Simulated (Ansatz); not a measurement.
`CO[SiH2]C#N` + BH₃ → `B[SiH2]C#N` + CH₃OH  (formal exchange of groups at the Si–O bond)

Calculated with Ansatz (gas phase, PBE0-D4/def2-TZVP geometries, no zero-point term in ΔE). CCSD(T)/CBS adds triple-zeta CCSD(T) − MP2 to the extrapolated MP2 energy (def2 sets, frozen cores). This one scheme is used for every species. Functionals use def2-TZVPP. B3LYP here is the variant with VWN-RPA as its local correlation; programs differ in this. Each species was taken in one conformer, which may not be the lowest.

CCSD(T)/CBS gives +110.0 kJ/mol.

Another level gave +83.3 kJ/mol. Which?
A. MP2/def2-TZVPP
B. r2SCANh-D4/def2-TZVPP
C. B3LYP-D4/def2-TZVPP
D. revPBE/def2-TZVPP

D. revPBE 83.3, r2SCANh-D4 105.9, B3LYP-D4 111.0, MP2/def2-TZVPP 120.3 kJ/mol.

Largest T1 diagnostic among the species: 0.013.

The D4 term adds +4.0 kJ/mol with B3LYP and +2.3 kJ/mol with PBE0; it sums over pairs of atoms, weighted by their polarisabilities, and B3LYP, whose exchange is more repulsive, gets the larger term. From BLYP to BHLYP (50 % exact exchange), in def2-TZVPP and without D4, ΔE moves by +15.0 kJ/mol.
